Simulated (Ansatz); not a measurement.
Mulliken charges of F2H5NSi2, SMILES `F[SiH2]N[SiH2]F` from B3LYP/def2-TZVPP in Ansatz (PBE0-D4/def2-TZVP geometry).

```json
{"atom": "F1", "x (Å)": "-1.036", "y (Å)": "-2.241", "z (Å)": "0.781", "charge (e)": "-0.320"}
{"atom": "Si2", "x (Å)": "-1.170", "y (Å)": "-1.003", "z (Å)": "-0.222", "charge (e)": "0.592"}
{"atom": "N3", "x (Å)": "-0.365", "y (Å)": "0.393", "z (Å)": "0.361", "charge (e)": "-0.335"}
{"atom": "Si4", "x (Å)": "1.227", "y (Å)": "0.928", "z (Å)": "0.020", "charge (e)": "0.592"}
{"atom": "F5", "x (Å)": "2.280", "y (Å)": "0.430", "z (Å)": "1.115", "charge (e)": "-0.320"}
{"atom": "H6", "x (Å)": "-0.534", "y (Å)": "-1.398", "z (Å)": "-1.496", "charge (e)": "-0.082"}
{"atom": "H7", "x (Å)": "-2.618", "y (Å)": "-0.726", "z (Å)": "-0.338", "charge (e)": "-0.085"}
{"atom": "H8", "x (Å)": "-0.862", "y (Å)": "0.922", "z (Å)": "1.066", "charge (e)": "0.123"}
{"atom": "H9", "x (Å)": "1.270", "y (Å)": "2.406", "z (Å)": "0.054", "charge (e)": "-0.085"}
{"atom": "H10", "x (Å)": "1.634", "y (Å)": "0.350", "z (Å)": "-1.277", "charge (e)": "-0.082"}
```

Q: By hand: the dipole of these point charges (1 e Å = 4.8032 D).

A: Σ q r = (-0.324, 0.460, -0.465) e Å, of length 0.730 e Å = 3.51 D.

Q: How does the dipole of the full density compare? (Estimate.)

A: Ansatz gave: (-0.283, 0.374, -0.186) e Å, 2.42 D; the point charges give 1.45 times that, at 18° from its direction.

Point charges leave out the atoms' own dipoles, such as those of lone pairs, and Mulliken's split depends on the basis, so the two needn't agree.

B3LYP here is the variant with VWN-RPA as its local correlation; programs differ in this.
